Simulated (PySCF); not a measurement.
# Excitation energy of Os by level of theory

Os [Xe] 4f14 5d6 6s2 (5D) → Os [Xe] 4f14 5d7 6s1 (5F), as a difference of total energies. Computed with PySCF 2.14 in x2c-TZVPPall with one added diffuse shell each of s, p, d, f type (12s8p8d4f1g, 113 functions), with scalar relativity by spin-free X2C-1e. The calculations carry no spin-orbit coupling.

```csv
method,excitation energy (eV),error (eV)
UHF,0.682,-0.116
M06,1.157,+0.359
wB97M-V,0.795,-0.003
PW91,0.410,-0.388
```

Reference: 0.798 eV (measured; NIST levels, between the centres of gravity of the two terms).
